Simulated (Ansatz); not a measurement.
The molecule ZnH, multiplicity 2 (the spin of the measured ground state). No spin–orbit coupling. Zn is treated without relativity.

Seven points along R, fitted to fifth degree in 1/R; most abundant isotopes. Runs in def2 and cc sets follow the lowest solution found near the PBE0 minimum.

Correlated levels freeze the inner cores; with def2 sets outer-core shells near the valence are correlated too. CBS(a, b) extrapolates the correlation energy as X⁻³ and adds the Hartree–Fock energy of set b.

Run with Ansatz (an electronic-structure program). Values without a source in brackets are computed.

Q: What bond length and harmonic frequency does PBE0/def2-TZVPP give, and what D_e (from each atom's lowest state at the same level)?

A: r_e = 1.611 Å, ω_e = 1558 cm⁻¹, D_e = 1.05 eV.

Q: What bond length and harmonic frequency does BHLYP/def2-TZVPP give, and what D_e (from each atom's lowest state at the same level)?

A: r_e = 1.616 Å, ω_e = 1557 cm⁻¹, D_e = 1.04 eV.

Q: What bond length and harmonic frequency does CCSD(T)/CBS(def2-TZVPP, def2-QZVPP) give?

A: r_e = 1.574 Å, ω_e = 1684 cm⁻¹.

Measured for the ground state: r_e 1.5949 Å, ω_e 1607.6 cm-1, ω_e x_e 55.14 cm-1, B_e 6.6794 cm-1, α_e 0.25 cm-1 [Huber and Herzberg (1979), NIST Chemistry WebBook]. D_0 0.851 ± 0.021 eV (a handbook's tabulated 298 K bond energy less 3RT/2; such tables hold older values) [Luo, bond dissociation energies, CRC Handbook].
